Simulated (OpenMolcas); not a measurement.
An atom or ion with 30 electrons was computed by MS-CASPT2, IPEA 0.25 Eh, imaginary shift 0.1 Eh with spin-orbit coupling (OpenMolcas, ANO-RCC-VTZP, DKH2). The lowest levels that the run gave, each within 12 % of the measured value where one is at hand:

| J | Parity | E (cm⁻¹) | g |
| --- | --- | --- | --- |
| 0 | even | 0.0 |  |
| 0 | odd | 45789 |  |
| 1 | odd | 46160 | 1.501 |
| 2 | odd | 46922 | 1.501 |
| 1 | odd | 71700 | 1.000 |
| 0 | even | 113733 |  |
| 1 | even | 114143 | 1.501 |
| 2 | even | 114774 | 1.484 |
| 2 | even | 117588 | 1.017 |
| 0 | even | 135132 |  |

Q: Which ion is it, and what are the configurations and terms?

A: Ga II (Z = 31, charge +1; active space 2 electrons in 4 orbitals (4s 4p)). J, parity and g give the terms where levels are pure, and mixed ones are named by the computed weights; the size of the splittings, set against known spectra of the 30-electron sequence, gives the charge. In order, with the measured energies in cm⁻¹ (NIST Handbook of Basic Atomic Spectroscopic Data): 4s² ¹S₀, 4s 4p ³P°₀ (47368), 4s 4p ³P°₁ (47814), 4s 4p ³P°₂ (48750), 4s 4p ¹P°₁ (70701), 4p² ³P₀, 4p² ³P₁, 4p² ³P₂, 4p² ¹D₂ (107721), 4p² ¹S₀.

The ¹D term of p² mixes with s d, which this space lacks. Computed and measured levels are paired by configuration, term and J; levels that our copy of the source lacks, or whose pairing is in doubt (as where it misses far off the trend of its configuration), stay unpaired and out of the deviations. Only configurations of the active space appear.

° marks odd parity.
